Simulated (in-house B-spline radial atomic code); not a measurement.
**P3+: [He] 2s2 2p5 3s2 3p1 (an excited or competing configuration)**

Level of theory: non-relativistic r2SCAN0, spin-polarised, spherical fractional occupations, exact exchange averaged over the configuration, point nucleus; calculated with a radial B-spline atomic code at the basis-set limit.

Screening seen three ways: the hydrogenic charge with the same mean radius, Z_r = [3n² - l(l+1)]/(2<r>), the one with the same energy, Z_e = n√(-2ε), and Slater's rules. Values are occupation-weighted means over spin.

| shell | electrons | ε (eV) | <r> (bohr) | Z_r | Z_e | Slater |
| --- | --- | --- | --- | --- | --- | --- |
| 1s | 2 | -2185.9 | 0.1038 | 14.44 | 12.68 | 14.70 |
| 2s | 2 | -243.77 | 0.5053 | 11.88 | 8.47 | 11.20 |
| 2p | 5 | -194.42 | 0.4646 | 10.76 | 7.56 | 11.20 |
| 3s | 2 | -51.975 | 1.588 | 8.50 | 5.86 | 6.35 |
| 3p | 1 | -42.043 | 1.696 | 7.37 | 5.27 | 6.35 |

The least bound orbital is 3p up at -42.04 eV, and it is also the most diffuse (<r> = 1.696 bohr). The part-filled 2p shell lies below the filled 3s shell in orbital energy.
